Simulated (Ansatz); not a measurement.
The first iterations of a band of C2H6FInO (11 atoms, charge 0, multiplicity 1).

All numbers below come from Ansatz, RKS LDA/def2-SVP.

```json
{
  "movable images": "7",
  "climbing image": "yes",
  "spring": "5.0 eV/Å²",
  "optimiser": "quadratic models (default)",
  "start path": "IDPP",
  "force threshold": "0.03 eV/Å",
  "iteration limit": "60",
  "end points": "relaxed"
}
```

First end point:

```xyz
11
Properties=species:S:1:pos:R:3
C -0.671 0.098 1.078
C 0.812 0.035 0.815
O 1.140 -0.656 -0.358
In 0.152 -0.363 -2.050
F -1.118 1.125 -1.827
H -0.903 0.651 2.014
H -1.093 -0.927 1.172
H -1.174 0.625 0.231
H 1.330 -0.492 1.654
H 1.230 1.074 0.800
H 0.296 -1.171 -3.529
```

Last end point:

```xyz
11
Properties=species:S:1:pos:R:3
C -0.614 0.424 1.033
C 0.850 0.360 0.684
O 1.167 -0.673 -0.206
In 0.066 -1.038 -1.812
F -1.306 0.362 -2.001
H -0.945 -0.527 1.507
H -1.208 0.595 0.102
H -0.836 1.254 1.739
H 1.459 0.187 1.606
H 1.179 1.353 0.282
H 0.189 -2.297 -2.934
```

| iteration | highest image above the first end (eV) | largest band force component (eV/Å) |
| --- | --- | --- |
| 1 | 0.323 | 1.072 |
| 2 | 0.274 | 0.558 |

Question: Does the band converge within its limit, and where does its top end?

Answer: It converged. It ended after 7 iterations with the highest image 0.267 eV above the first end. A vibrational analysis at the climbing image gives 2 clearly imaginary modes (337i, 59i cm⁻¹): a point of higher order, so a lower path passes nearby.

The run took 68 s on 2 threads of Arm Neoverse V2 (shared host), peak memory 0.15 GiB.
